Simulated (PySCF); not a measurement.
Electron correlation in Ga⁺ (gallium, charge +1)

[Ar] 3d10 4s1 4p1, high-spin 3P determinant (an excited configuration). Calculation: PySCF 2.14, in x2c-TZVPPall (6s5p4d1f, 48 functions); the spin-free X2C one-electron Hamiltonian (Gaussian nucleus). Frozen: [Ar] 3d10; 2 electrons correlated.

With two correlated electrons CCSD is exact within the correlated space (frozen core and kept virtual orbitals).

| level | correlation energy (mhartree) |
| --- | --- |
| CCSD | -3.89 |

Diagnostics: T1 = 0.0027, D1 = 0.0047, largest double amplitude 0.037.

Cost of the coupled-cluster step: roughly 0.3 core-seconds, for 2 correlated electrons.

The basis was made for the ground configuration and has no added diffuse functions, which can raise the energy of the promoted electron.
